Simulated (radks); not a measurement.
The zirconium ion Zr5+, configuration [Ar] 3d10 4s2 4p5.

Calculated with a radial shooting solver on a logarithmic mesh with Libxc functionals: scalar-relativistic Kohn-Sham, r2SCAN, spin-polarised, spherical densities, finite nucleus; open shells are filled with parallel spins first (spin-orbit coupling, left out, can overturn this in heavy ions); meta-GGA in the generalised Kohn-Sham scheme; Fermi nuclear charge, rms radius 4.2694 fm.

Energy parts (hartree):
| part | energy |
|---|---|
| total | -3593.27137 |
| kinetic | 3695.02506 |
| electron-nucleus | -8571.71670 |
| Hartree | 1395.92488 |
| exchange-correlation | -112.50461 |

Orbitals (lengths in bohr, moments of r in powers of bohr; <r^-3> diverges for s and p1/2):
| orbital | occ. | eigenvalue (hartree) | <1/r> | <r^-3> | <r^4> |
|---|---|---|---|---|---|
| 1s up | 1 | -658.9133 | 41.25 | - | 8.892e-06 |
| 1s down | 1 | -658.9044 | 41.25 | - | 8.892e-06 |
| 2s up | 1 | -93.73355 | 9.267 | - | 0.001673 |
| 2s down | 1 | -93.73156 | 9.266 | - | 0.001672 |
| 2p up | 3 | -83.75544 | 9.014 | 2155 | 0.001204 |
| 2p down | 3 | -83.74874 | 9.013 | 2154 | 0.001204 |
| 3s up | 1 | -17.47371 | 3.152 | - | 0.08925 |
| 3s down | 1 | -17.46671 | 3.151 | - | 0.08910 |
| 3p up | 3 | -14.18735 | 2.988 | 347.9 | 0.1007 |
| 3p down | 3 | -14.17853 | 2.988 | 347.8 | 0.1004 |
| 3d up | 5 | -8.81350 | 2.743 | 45.12 | 0.1198 |
| 3d down | 5 | -8.80313 | 2.744 | 45.16 | 0.1188 |
| 4s up | 1 | -4.22134 | 1.153 | - | 3.508 |
| 4s down | 1 | -4.16068 | 1.152 | - | 3.541 |
| 4p up | 3 | -3.33196 | 1.042 | 51.81 | 5.117 |
| 4p down | 2 | -3.27358 | 1.040 | 51.56 | 5.197 |

The highest occupied level is 4p down at -89.079 eV. Spin moment in Bohr magnetons: 1. The spin density at the nucleus is 0.3444 e/bohr^3 (1s -0.5743, 2s 0.2585, 3s 0.5093, 4s 0.1509). The electron density at the nucleus is 7.606e+04 e/bohr^3 (large components only). The density falls to 0.001 e/bohr^3 at r = 2.76 bohr. Summed over all electrons, <r^2> = 17.00 bohr^2, which gives a Langevin (diamagnetic) susceptibility term of -13.5 x 10^-6 cm^3/mol. For comparison, the ionisation energy in NIST's Atomic Spectra Database is 96.38 eV (semi-empirical). In exact Kohn-Sham theory the highest level is minus the ionisation energy, but local and semilocal functionals leave it too shallow, through self-interaction and a potential that decays too fast; potentials with the right tail come closer.
